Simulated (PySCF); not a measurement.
The dipole of `NC[SiH2]C=O` from its density and from atomic charges.

Coordinates (GFN2-xTB, Å) and charges (e) from the PBE0/pcSseg-1 density (PySCF):

```
atom       x       y       z  Mulliken      IAO  Hirshfeld  ESP-fitted
  N1  -1.430   0.675   0.518   -0.4704  -0.5777    -0.2337     -0.9144
  C2  -0.992  -0.231  -0.540   -0.3791  -0.4222    -0.1134     +0.1524
 Si3   0.761  -0.854  -0.096   +0.6135  +0.7062    +0.3379     +0.2104
  C4   1.838   0.716   0.138   -0.0186  +0.0098    +0.0452     +0.4272
  O5   2.968   0.834  -0.265   -0.3402  -0.3605    -0.2192     -0.4425
  H6  -2.305   1.126   0.271   +0.1757  +0.2488    +0.1137     +0.3580
  H7  -1.582   0.162   1.379   +0.1766  +0.2419    +0.1080     +0.3392
  H8  -0.968   0.340  -1.471   +0.1449  +0.1520    +0.0448     +0.0503
  H9  -1.684  -1.070  -0.706   +0.1306  +0.1210    +0.0291     +0.0001
 H10   1.314  -1.716  -1.139   -0.0665  -0.1097    -0.0696     -0.0833
 H11   0.715  -1.543   1.201   -0.0753  -0.1172    -0.0738     -0.0641
 H12   1.366   1.562   0.682   +0.1090  +0.1075    +0.0306     -0.0332
```

Question: What dipole does each set of charges give (1 e·Å = 4.803 D), and what does the density give?

Answer: The full density gives (-3.92, -1.11, 0.42) D, 4.10 D in size; dipole vectors point from the negative to the positive end.

```csv
scheme,μx,μy,μz,size (D),share of the full size (%),angle to the full dipole (°)
Mulliken,-2.72,-2.47,0.17,3.68,90,27
IAO,-3.16,-1.97,0.52,3.76,92,16
Hirshfeld,-2.36,-0.77,0.37,2.51,61,3
ESP-fitted,-3.95,-1.11,0.41,4.13,101,0
```

Question: Which set comes closest?

Answer: Length of the difference vector: ESP-fitted 0.03 D, IAO 1.15 D, Hirshfeld 1.60 D, Mulliken 1.83 D. Closest: ESP-fitted. 

Question: What is left for the Hirshfeld atoms' own dipoles?

Answer: The shares of the density sum to the whole, so what Σ q r misses lies in dipoles about the nuclei. The atomic dipoles sum to (-3.92, -1.11, 0.42) − (-2.36, -0.77, 0.37) = (-1.56, -0.34, 0.05) D, 1.60 D in size.

Question: With the origin at the mean of the coordinates, (0.000, 0.000, -0.002) Å, which are the largest single terms, by size, of the Hirshfeld dipole along the direction of the full one?

Answer: O5 +3.26, N1 -1.39, H6 +1.05, H7 +0.84, Si3 -0.82 D; all 12 atoms together +2.51 D. The single terms depend on the origin, their sum doesn't.

Question: Give the size of the full dipole in other units.

Answer: 4.10 D = 1.612 au = 0.853 e·Å = 13.66 × 10⁻³⁰ C·m.

One conformer (not necessarily the lowest) at the GFN2-xTB geometry, without solvent, vibrations or thermal averaging.

These values come from a run that also computed NMR shieldings. On Arm Neoverse N1, one thread, shared host, this took 20 s and 0.58 GiB of memory at its peak.

Shape of the structure used: `[NH2:1][CH2:2][SiH2:3][CH:4]=[O:5]`: N1–C2–Si3–C4 -56°, C2–Si3–C4–O5 -139°, H–N1–C2–Si3 173°, H–N1–C2–Si3 -68°.
